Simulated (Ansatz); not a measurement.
`C[Te]/C=C/F` + `OBO` → `C[Te]B(O)O` + `C=CF`  (formal exchange of groups at a Te–C bond)

Program: Ansatz. Geometries: PBE0-D4/def2-TZVP. ΔE: electronic, gas phase. CBS: MP2 limit from def2 TZ/QZ plus the TZ coupled-cluster correction, frozen cores. This one scheme is used for every species. DFT in def2-TZVPP. Elements past krypton have def2 core potentials. For Te outer-core shells are correlated without core-valence functions, which leaves a few kJ/mol of doubt a bond. Each species was taken in one conformer, which may not be the lowest.

```json
{"species": "`C[Te]/C=C/F`", "r2SCAN-D4 energy (Eh)": "-485.23866"}
{"species": "`OBO`", "r2SCAN-D4 energy (Eh)": "-177.19222"}
{"species": "`C[Te]B(O)O`", "r2SCAN-D4 energy (Eh)": "-484.64760"}
{"species": "`C=CF`", "r2SCAN-D4 energy (Eh)": "-177.80964"}
```

(1) Work out ΔE.

Largest T1 diagnostic among the species: 0.013.

## Answers

(1) ΔE = (-484.64760) + (-177.80964) − (-485.23866) − (-177.19222) = -0.02636 Eh = -69.2 kJ/mol. CCSD(T)/CBS gives -63.9 kJ/mol.

From PBE to PBE0 (25 % exact exchange), in def2-TZVPP and without D4, ΔE moves by −3.1 kJ/mol.
